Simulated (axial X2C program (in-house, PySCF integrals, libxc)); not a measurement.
# RbH: cheaper levels and CCSD(T), 2c

Computed with an in-house relativistic program for diatomic molecules. Two-component (2c) means X2C with spin–orbit coupling and atomic mean-field two-electron Coulomb and Gaunt terms. Basis: Rb dyall-cv3z [12s13p8d4f1g], H dyall-v3z [6s2p1d] (cores contracted in-house); Gaussian nuclei, density fitting, unrestricted open shells. Masses: Rb 84.912 u, H 1.008 u.

State: Ω = 0 (closed shell); fragments Rb + H.

| level | Re (Å) | ωe (cm⁻¹) | De (eV) |
| --- | --- | --- | --- |
| PBE0 | 2.356 | 938.7 | 1.68 |
| HF | 2.442 | 913.4 | 0.836 |
| MP2 | 2.352 | 968.5 | 1.49 |
| CCSD | 2.377 | 938.8 | 1.71 |
| PBE | 2.358 | 912.5 | 1.74 |
| TPSS | 2.353 | 936.7 | 2.01 |
| r2SCAN0 | 2.368 | 938.3 | 1.73 |

Correlated methods: 10 electrons correlated (number of frozen shells: Rb 3 s, 2 p, 1 d; H none), 194 virtual spin orbitals or spinors in MP2, 106 natural virtuals in coupled cluster.

CCSD(T), same Hamiltonian and basis:

Re = 2.371 Å, ωe = 941.6 cm⁻¹, De = 1.72 eV; T1 = 0.013 (Lee–Taylor normalisation).

Task: Give the differences from CCSD(T) in the columns below.

Result: 

| level | ΔRe (Å) | Δωe (cm⁻¹) | ΔDe (eV) |
| --- | --- | --- | --- |
| PBE0 | -0.015 | -3 | -0.04 |
| HF | 0.071 | -28 | -0.88 |
| MP2 | -0.019 | 27 | -0.23 |
| CCSD | 0.006 | -3 | -0.01 |
| PBE | -0.013 | -29 | 0.02 |
| TPSS | -0.018 | -5 | 0.29 |
| r2SCAN0 | -0.003 | -3 | 0.01 |

Occupations by symmetry block were frozen at the best pattern of an incomplete PBE0 search. Closed shells are restricted here (equal orbitals for both partners); the stretched side of such a curve lies too high. De is counted from the lowest determinant-based energies of the atoms at the same level, without counterpoise correction. CCSD and (T) use frozen natural virtuals with an MP2 correction for the truncation; (T) itself is uncorrected, so its De runs slightly low.
